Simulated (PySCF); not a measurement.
Sb⁺: ionisation energy

Sb⁺ [Kr] 4d10 5s2 5p2 (3P) → Sb²⁺ [Kr] 4d10 5s2 5p1 (2P), as a difference of total energies. Computed with PySCF 2.14 in dyall-av2z, with no relativity, point nucleus. Correlated levels: valence: [Kr] 4d10 frozen; virtual orbitals above 40 to 60 times the deepest correlated orbital energy dropped. The calculations carry no spin-orbit coupling.

```json
{"method": "UHF", "ionisation energy (eV)": "15.954"}
{"method": "MP2 (valence)", "ionisation energy (eV)": "16.190"}
{"method": "SCS-MP2 (valence)", "ionisation energy (eV)": "16.131"}
{"method": "CCSD (valence)", "ionisation energy (eV)": "16.217"}
{"method": "CCSD(T) (valence)", "ionisation energy (eV)": "16.226"}
```

**Question.** How much does correlation contribute at CCSD(T) (valence)?

**Answer.** 16.226 − (15.954) = 0.272 eV, measured against UHF.

These non-relativistic numbers lack the scalar-relativistic shift.

The reference lies between the lowest fine-structure levels, while these numbers refer to the centres of the terms.

For comparison: 16.626 ± 0.025 eV (measured; NIST Atomic Spectra Database, ionization energies).
